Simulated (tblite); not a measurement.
Compound: C₅H₁₄SeSi.
Atom-mapped SMILES: `[CH3:1][C:2]([CH3:3])([CH3:4])[C@H:5]([SiH3:6])[SeH:7]` (hydrogens: H8, H9, H10 on C1; H11, H12, H13 on C3; H14, H15, H16 on C4; H17 on C5; H18, H19, H20 on Si6; H21 on Se7)

Computed with GFN2-xTB (tblite), gas phase: L-BFGS steps from a force-field or distance-geometry start until the largest atomic force falls under 0.01 eV/Å.

Step 9: E = -618.9687 eV
```
atom  x, y, z in Å  |  force x, y, z in eV/Å
C1     -1.0490   -0.8571    1.1204    0.020   0.015  -0.033
C2     -0.6102    0.0617   -0.0252   -0.020   0.002  -0.012
C3     -1.7407    0.1130   -1.0597    0.051  -0.010   0.019
C4     -0.3711    1.4674    0.5249   -0.023  -0.028  -0.025
C5      0.6653   -0.5182   -0.6541   -0.002  -0.003   0.030
Si6     2.2019   -0.8154    0.4579   -0.061   0.003  -0.017
Se7     1.3162    0.5285   -2.2099    0.034   0.062  -0.022
H8     -1.1469   -1.8846    0.7753    0.002   0.006   0.012
H9     -0.3319   -0.8292    1.9365   -0.008  -0.005   0.012
H10    -2.0137   -0.5289    1.5008   -0.008  -0.020   0.023
H11    -2.6614    0.4560   -0.5937   -0.007   0.016  -0.015
H12    -1.4936    0.7977   -1.8690    0.022  -0.004  -0.005
H13    -1.9171   -0.8727   -1.4866   -0.005  -0.007   0.011
H14    -1.2772    1.8395    0.9970    0.001   0.021   0.007
H15    -0.1015    2.1526   -0.2783   -0.019  -0.012   0.001
H16     0.4277    1.4635    1.2623   -0.013   0.004   0.030
H17     0.4093   -1.4722   -1.1290   -0.015  -0.023   0.011
H18     2.6304    0.4693    1.0174    0.023  -0.020   0.016
H19     3.2706   -1.3675   -0.3703   -0.028   0.000  -0.022
H20     1.8527   -1.7686    1.5107    0.036  -0.008   0.030
H21     1.9313    1.5821   -1.4279    0.019   0.010  -0.052
```

Step 10: E = -618.9696 eV
```
atom  x, y, z in Å  |  force x, y, z in eV/Å
C1     -1.0493   -0.8574    1.1209    0.024   0.022  -0.040
C2     -0.6112    0.0623   -0.0243    0.005  -0.014  -0.029
C3     -1.7397    0.1124   -1.0600    0.038  -0.003   0.021
C4     -0.3720    1.4681    0.5255   -0.024  -0.045  -0.029
C5      0.6643   -0.5169   -0.6549    0.017  -0.021   0.056
Si6     2.2011   -0.8160    0.4593   -0.082   0.010  -0.037
Se7     1.3175    0.5308   -2.2114    0.013   0.033  -0.011
H8     -1.1464   -1.8848    0.7748    0.002   0.011   0.019
H9     -0.3313   -0.8285    1.9363   -0.014  -0.011   0.013
H10    -2.0142   -0.5295    1.5015   -0.002  -0.025   0.022
H11    -2.6597    0.4568   -0.5949   -0.029   0.022  -0.010
H12    -1.4911    0.7974   -1.8685    0.021  -0.012  -0.013
H13    -1.9172   -0.8737   -1.4855    0.001  -0.001   0.007
H14    -1.2783    1.8401    0.9973    0.006   0.025   0.005
H15    -0.1030    2.1506   -0.2804   -0.012  -0.006   0.025
H16     0.4265    1.4617    1.2638   -0.019   0.020   0.013
H17     0.4067   -1.4722   -1.1285    0.000   0.006   0.010
H18     2.6322    0.4679    1.0184    0.020  -0.017   0.017
H19     3.2673   -1.3669   -0.3719   -0.018  -0.007  -0.025
H20     1.8555   -1.7695    1.5134    0.031  -0.004   0.024
H21     1.9335    1.5842   -1.4314    0.023   0.015  -0.039
```

Step 11: E = -618.9703 eV
```
atom  x, y, z in Å  |  force x, y, z in eV/Å
C1     -1.0494   -0.8574    1.1210    0.018   0.016  -0.026
C2     -0.6120    0.0627   -0.0237    0.024  -0.023  -0.030
C3     -1.7382    0.1119   -1.0600    0.006   0.006   0.011
C4     -0.3733    1.4680    0.5259   -0.018  -0.041  -0.019
C5      0.6634   -0.5160   -0.6549    0.023  -0.025   0.051
Si6     2.1991   -0.8165    0.4604   -0.066   0.010  -0.037
Se7     1.3189    0.5337   -2.2130   -0.012  -0.007   0.004
H8     -1.1458   -1.8847    0.7746    0.002   0.011   0.021
H9     -0.3310   -0.8279    1.9361   -0.018  -0.014   0.012
H10    -2.0147   -0.5305    1.5024    0.008  -0.026   0.015
H11    -2.6582    0.4579   -0.5963   -0.037   0.023  -0.008
H12    -1.4881    0.7968   -1.8682    0.018  -0.020  -0.019
H13    -1.9173   -0.8747   -1.4841    0.007   0.006   0.003
H14    -1.2794    1.8410    0.9977    0.009   0.022  -0.001
H15    -0.1047    2.1483   -0.2821   -0.004   0.003   0.041
H16     0.4247    1.4601    1.2655   -0.025   0.033  -0.007
H17     0.4038   -1.4717   -1.1278    0.015   0.027   0.006
H18     2.6343    0.4660    1.0198    0.013  -0.017   0.016
H19     3.2634   -1.3664   -0.3742   -0.016  -0.010  -0.023
H20     1.8590   -1.7704    1.5165    0.025   0.003   0.012
H21     1.9364    1.5867   -1.4358    0.028   0.023  -0.021
```

Question: Estimate the geometry and energy of step 12. (The exact step hangs on the optimiser's Hessian estimate; all steps are aligned on step 11, rigid shifts and turns removed.)

Answer: E = -618.9710 eV, largest force 0.050 eV/Å
```
atom  x, y, z in Å  |  force x, y, z in eV/Å
C1     -1.0492   -0.8571    1.1206    0.005   0.002  -0.001
C2     -0.6123    0.0626   -0.0237    0.022  -0.019  -0.015
C3     -1.7370    0.1116   -1.0600   -0.024   0.011  -0.004
C4     -0.3747    1.4672    0.5260   -0.008  -0.020  -0.002
C5      0.6629   -0.5155   -0.6540    0.016  -0.012   0.021
Si6     2.1965   -0.8169    0.4607   -0.022   0.003  -0.020
Se7     1.3199    0.5359   -2.2142   -0.029  -0.037   0.018
H8     -1.1452   -1.8845    0.7747    0.003   0.003   0.017
H9     -0.3311   -0.8275    1.9361   -0.015  -0.013   0.010
H10    -2.0148   -0.5319    1.5034    0.014  -0.022   0.006
H11    -2.6575    0.4594   -0.5978   -0.029   0.021  -0.010
H12    -1.4851    0.7959   -1.8683    0.014  -0.025  -0.021
H13    -1.9172   -0.8753   -1.4829    0.008   0.009  -0.001
H14    -1.2802    1.8421    0.9980    0.006   0.012  -0.007
H15    -0.1063    2.1463   -0.2828    0.005   0.014   0.043
H16     0.4227    1.4592    1.2666   -0.025   0.036  -0.018
H17     0.4016   -1.4706   -1.1272    0.026   0.030  -0.001
H18     2.6364    0.4641    1.0212    0.005  -0.020   0.011
H19     3.2596   -1.3661   -0.3765   -0.021  -0.009  -0.018
H20     1.8625   -1.7712    1.5195    0.019   0.012  -0.001
H21     1.9393    1.5892   -1.4401    0.030   0.025  -0.008
```

The energy changes by -0.0006 eV. The first-order estimate −F·Δx gives -0.0009 eV and the mean of the old and new forces, exact on a quadratic surface, -0.0006 eV. The step makes an angle of 64° with the force vector and moves no atom by more than 0.006 Å.

What follows is the cost of the whole relaxation. Time: 0.71 s. Hardware: an Arm Neoverse N1 with one thread (shared host).
